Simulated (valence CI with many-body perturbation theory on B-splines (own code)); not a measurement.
**Sb¹⁰⁺: E2, M1 decay**

Method: relativistic CI+MBPT: five valence electrons over a frozen Dirac-Fock core [Kr], radial functions for each j: 7 s, 7 p, 8 d, 6 f, 4 g, 1 h, with the one-electron correlation potential Σ1 (screened to all orders), the two-electron term Σ2, the three-electron term Σ3, Breit, model QED; selected single and double excitations, second order for the rest, scaled by the run's own slope (own B-spline code, finite nucleus).

No measured levels were compared; by estimate terms of the open shell hold to 2 to 4 % of their energy, and close levels can change places. Not all symmetries were solved, so the list stops early. Among the levels kept, up to 1300 cm⁻¹ of a level comes from second order outside the variational space, and about a tenth of that is noise between levels of different J, which matters for small intervals. Excitations out of the core, of the other parity, are not computed and may begin above about 53.2 eV (a cautious bound); beyond it only levels of the ground parity were kept, without lifetimes.

Lines 1 to 50 of 120 in falling wavelength, among levels below 429080 cm⁻¹, chosen from the decays that carry over 1 % of a level's rate. Wavelengths and rates use the calculated energies, so an error of 2000 cm⁻¹ moves a line at 27770 Å by 56 % and its rate by three times that or more. Electric multipoles are in the length gauge, E1 and E2 with the static RPA response of the core. S is in atomic units (e²a₀⁴ for E2 and M2, e²a₀⁶ for E3), for M1 in squared Bohr magnetons. Weak lines are less certain than strong ones. Lines between different terms over intervals too small for the method are left out, as are lines whose strength nearly cancels. Intervals below about 2000 cm⁻¹, as at the head of this list, are uncertain by tens of per cent.

Names give the largest LS component (configuration and term), which can be under half, so a name can repeat, a term be missing and a line seem to break the LS rules; names also repeat where a configuration has a term twice. Letters in brackets count levels of one name in rising energy.

```csv
λ vac (Å),Upper,Lower,Type,A (s⁻¹),S (a.u.)
1.240e+05,4d⁵ ⁴G_9/2,4d⁵ ⁴G_11/2,M1,1.66e-02,1.17e+01
1.126e+05,4d⁵ ⁴G_11/2,4d⁵ ⁴G_7/2,E2,6.72e-11,1.30e-02
59020,4d⁵ ⁴G_9/2,4d⁵ ⁴G_7/2,M1,1.85e-01,1.41e+01
27820,4d⁵ ²I_13/2,4d⁵ ²I_11/2,M1,4.75e-01,5.31e+00
27770,4d⁵ ⁴P_1/2,4d⁵ ⁴D_3/2,M1,2.52e+00,4.01e+00
25690,4d⁵ ⁴G_7/2,4d⁵ ⁴G_5/2 [a],M1,1.59e+00,8.01e+00
24200,4d⁵ ²F_7/2 [c],4d⁵ ²F_5/2 [b],M1,8.56e-01,3.60e+00
21830,4d⁵ ⁴D_5/2,4d⁵ ⁴D_7/2,M1,1.13e+00,2.63e+00
17980,4d⁵ ⁴F_5/2,4d⁵ ⁴F_3/2,M1,1.49e+00,1.93e+00
17450,4d⁵ ²D_3/2 [a],4d⁵ ⁴F_5/2,M1,4.36e+00,3.44e+00
17160,4d⁵ ⁴G_5/2 [b],4d⁵ ⁴G_5/2 [a],M1,6.96e+00,7.82e+00
15070,4d⁵ ⁴F_5/2,4d⁵ ²F_7/2 [a],M1,6.88e+00,5.24e+00
14900,4d⁵ ⁴D_3/2,4d⁵ ⁴G_5/2 [a],M1,3.49e+00,1.71e+00
13780,4d⁵ ⁴D_7/2,4d⁵ ⁴G_5/2 [b],M1,5.42e+00,4.21e+00
13340,4d⁵ ⁴D_7/2,4d⁵ ⁴G_9/2,M1,1.98e+00,1.39e+00
12550,4d⁵ ⁴D_1/2,4d⁵ ⁴P_1/2,M1,1.68e+01,2.46e+00
11930,4d⁵ ²H_9/2,4d⁵ ²G_9/2 [a],M1,7.06e+00,4.44e+00
11490,4d⁵ ²H_11/2,4d⁵ ²H_9/2,M1,3.35e+00,2.26e+00
11210,4d⁵ ²F_7/2 [a],4d⁵ ⁴D_5/2,M1,4.98e-01,2.08e-01
11110,4d⁵ ²G_9/2 [b],4d⁵ ²G_7/2 [a],M1,4.85e+00,2.46e+00
11000,4d⁵ ²G_7/2 [a],4d⁵ ²F_5/2 [a],M1,5.28e+00,2.08e+00
10880,4d⁵ ⁴D_7/2,4d⁵ ⁴G_7/2,M1,4.53e+00,1.73e+00
10760,4d⁵ ²H_9/2,4d⁵ ²F_7/2 [a],M1,2.06e+00,9.50e-01
10570,4d⁵ ²F_7/2 [c],4d⁵ ²H_9/2,M1,3.63e+00,1.27e+00
9717,4d⁵ ²G_9/2 [b],4d⁵ ²H_9/2,M1,1.49e+01,5.08e+00
9610,4d⁵ ²F_5/2 [a],4d⁵ ⁴D_5/2,M1,2.71e+00,5.36e-01
9450,4d⁵ ²G_7/2 [a],4d⁵ ²F_7/2 [a],M1,6.37e+00,1.59e+00
9130,4d⁵ ⁴D_5/2,4d⁵ ⁴D_3/2,M1,3.22e+00,5.46e-01
8856,4d⁵ ²D_3/2 [a],4d⁵ ⁴F_3/2,M1,6.44e+00,6.64e-01
8642,4d⁵ ⁴D_1/2,4d⁵ ⁴D_3/2,M1,7.81e+00,3.74e-01
8247,4d⁵ ²F_7/2 [c],4d⁵ ⁴F_5/2,M1,7.59e+00,1.26e+00
8041,4d⁵ ²F_7/2 [b],4d⁵ ²F_5/2 [a],M1,8.08e+00,1.25e+00
7735,4d⁵ ⁴F_5/2,4d⁵ ⁴P_3/2,M1,3.35e+00,3.45e-01
7685,4d⁵ ²F_7/2 [b],4d⁵ ²G_9/2 [a],M1,1.47e+01,1.98e+00
7644,4d⁵ ⁴D_7/2,4d⁵ ⁴G_5/2 [a],M1,4.83e-01,6.40e-02
7611,4d⁵ ²F_5/2 [b],4d⁵ ²F_5/2 [a],M1,6.97e+00,6.84e-01
7409,4d⁵ ²F_7/2 [a],4d⁵ ⁴D_7/2,M1,5.09e-01,6.14e-02
7377,4d⁵ ²F_5/2 [b],4d⁵ ⁴F_3/2,M1,1.56e+01,1.39e+00
7366,4d⁵ ⁴P_3/2,4d⁵ ⁴D_3/2,M1,1.69e+01,1.00e+00
7262,4d⁵ ⁴D_5/2,4d⁵ ⁴G_7/2,M1,8.20e+00,6.98e-01
7181,4d⁵ ²F_7/2 [b],4d⁵ ²F_7/2 [a],M1,1.84e+00,2.02e-01
6939,4d⁵ ²G_9/2 [a],4d⁵ ⁴D_7/2,M1,5.64e+00,6.99e-01
6916,4d⁵ ⁴P_3/2,4d⁵ ⁴G_5/2 [b],M1,2.67e+00,1.31e-01
6836,4d⁵ ²F_5/2 [b],4d⁵ ²F_7/2 [a],M1,1.58e+00,1.13e-01
6702,4d⁵ ²H_9/2,4d⁵ ²I_11/2,M1,3.35e+00,3.74e-01
6673,4d⁵ ²F_5/2 [a],4d⁵ ⁴D_7/2,M1,7.08e+00,4.68e-01
6507,4d⁵ ²I_11/2,4d⁵ ⁴G_9/2,M1,3.89e+00,4.76e-01
6430,4d⁵ ⁴F_5/2,4d⁵ ⁴D_5/2,M1,2.17e+01,1.28e+00
6182,4d⁵ ²I_11/2,4d⁵ ⁴G_11/2,M1,1.48e+01,1.56e+00
5853,4d⁵ ²H_11/2,4d⁵ ²G_9/2 [a],M1,7.17e+00,6.40e-01
```
